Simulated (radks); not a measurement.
The mean radii <r> (bohr) of the occupied orbitals of an atom or ion are listed with their occupations. Method: scalar-relativistic Kohn-Sham, PBE, spin-unpolarised, spherical densities, point nucleus; computed with a radial shooting solver on a logarithmic mesh with Libxc functionals.

| orbital | occ. | <r> |
|---|---|---|
| 1s | 2 | 0.01658 |
| 2s | 2 | 0.06992 |
| 2p | 6 | 0.06330 |
| 3s | 2 | 0.1801 |
| 3p | 6 | 0.1814 |
| 3d | 10 | 0.1642 |
| 4s | 2 | 0.3805 |
| 4p | 6 | 0.3984 |
| 4d | 10 | 0.4047 |
| 4f | 3 | 0.3868 |

Name the element and its charge.

Answer. Z = 80, mercury, charge +31: Hg31+ in [Kr] 4d10 4f3. The 1s radius gives Z: for a bare nucleus <r> = (2 gamma + 1)/(2Z) with gamma = sqrt(1 - (Z/c)^2), 0.0164 bohr for Z = 80, and screening makes it slightly larger (0.01658 here). The occupations add up to 49, and the charge is Z minus that.
